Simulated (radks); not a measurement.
Valence configurations of Sm II (all share [Xe]). Calculated with a radial shooting solver on a logarithmic mesh with Libxc functionals: Dirac Kohn-Sham, PBE, spin-unpolarised, spherical densities, finite nucleus; open shells fill j = l - 1/2 first; Fermi nuclear charge, rms radius 5.0819 fm. Energies are relative to 4f6 6s1; eigenvalues in eV.

valence              E (eV)  e(4f5/2)  e(4f7/2)  e(5d3/2)  e(6p1/2)  e(6s1/2)
4f6 6s1               0.000    -8.658         -         -         -    -8.408
4f6.5 6s0.5           0.758    -5.565    -5.056         -         -    -7.688
4f5.5 6s1 6p0.5       2.411   -12.944         -         -    -6.336    -9.468
4f6 6p1               2.898    -9.713         -         -    -6.103         -
4f5 6s2               3.317   -16.640         -         -         -    -9.942
4f5 5d1 6s1           3.390   -14.242         -    -8.624         -    -8.988
4f5 6s1 6p1           6.691   -17.668         -         -    -7.083   -10.481
4f4 5d1.5 6s1.5      11.864   -22.034         -   -10.759         -    -9.944
4f4 5d1 6s2          12.362   -23.368         -   -11.615         -   -10.434
4f3 5d1.5 6s1.5 6p1  32.181   -33.213         -   -14.765    -7.908   -11.859

NIST lists [Xe] 4f6 6s1 as the ground configuration; this level of theory agrees among the configurations tried. The energies are those of spherical spin-averaged densities, not of single terms.
